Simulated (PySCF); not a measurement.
CaF, SMILES [F][Ca+], charge +1.

Geometry: PBE-D3(BJ)/def2-TZVPD. The multiplicity is an assumed one; other spin states were not compared.

The numbers are results of PySCF with HF/def2-TZVPD, not measurements.

```
Quantity                                                         Value
------------------------------------------------  --------------------
total energy                                        -776.10343 hartree
point group                                                        C∞v
highest occupied level                                       -19.69 eV
lowest empty level                                            -5.37 eV
orbital gap                                                   14.32 eV
dipole moment about the centre of nuclear charge                9.07 D
mean static polarisability                        10.3 bohr³ (1.52 Å³)
polarisability, principal values                  8.6, 8.6, 13.6 bohr³
```
